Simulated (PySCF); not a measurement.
Species: C6H7NO.
Numbering: `[CH3:1][O:2][c:3]1[cH:4][cH:5][cH:6][n:7][cH:8]1`

NICS is the negative of the GIAO shielding at a point without a nucleus: at the ring centre (0) and 1 Å above and below it (1); zz is the component along the ring normal. Level: GIAO KT2/pcSseg-1 (PySCF, non-relativistic, gas phase) on the PBE0-D3(BJ)/def2-SVP geometry, one conformer.

Ring bond lengths (Å): C3–C4 1.400, C4–C5 1.386, C5–C6 1.398, C6–N7 1.326, N7–C8 1.331, C8–C3 1.403.

Q: Give the NICS values of each ring in ppm.

A: 
```json
{"ring": "C3–C4–C5–C6–N7–C8", "type": "6-membered ring with N; formal bonds all aromatic", "NICS(0)": "-8.3", "NICS(1), two faces": "-10.7 / -10.7", "NICS(1)zz, two faces": "-26.4 / -26.4", "rms pucker (Å)": "0.00", "centre to ring atoms, mean (Å)": "1.37"}
```

Q: What do they say, and how far can they be read as aromaticity?

A: 
- C3–C4–C5–C6–N7–C8: mean NICS(1)zz -26.4 ppm, shielded. The ring is flat and has no four-coordinate atom; by the NICS criterion it is aromatic.

Q: And the bond-length index? HOMA takes Krygowski's 1993 parameters.

A: 
- C3–C4–C5–C6–N7–C8: HOMA 0.98; the largest term is that of C8–C3, α(R − Ropt)² = 0.06. The geometric and the magnetic index point the same way.

Q: Give the inner angles of the rings.

A: 
- C3–C4–C5–C6–N7–C8: C3 118.0°, C4 118.7°, C5 118.8°, C6 122.7°, N7 118.9°, C8 122.9°; sum 720.0° against 720° for a flat convex ring.

Q: How do the values depend on the level or the medium?

A: 
```
                 level  NICS(0), C3–C4–C5–C6–N7–C8  mean NICS(1)zz, C3–C4–C5–C6–N7–C8
     KT2/pcSseg-1, gas                        -8.3                              -26.4
    PBE0/pcSseg-1, gas                        -8.5                              -27.7
   B97-2/pcSseg-1, gas                        -8.5                              -27.5
      HF/pcSseg-1, gas                       -10.0                              -30.8
 LC-wPBE/pcSseg-1, gas                        -8.4                              -28.1
    OPBE/pcSseg-1, gas                        -8.2                              -26.6
mPW1PW91/pcSseg-1, gas                        -8.5                              -27.7
 wB97X-D/pcSseg-1, gas                        -8.4                              -27.9
```

The geometry is the same throughout.

The values belong to the conformer `[CH3:1][O:2][c:3]1[cH:4][cH:5][cH:6][n:7][cH:8]1`: C1–O2–C3–C4 -179°.
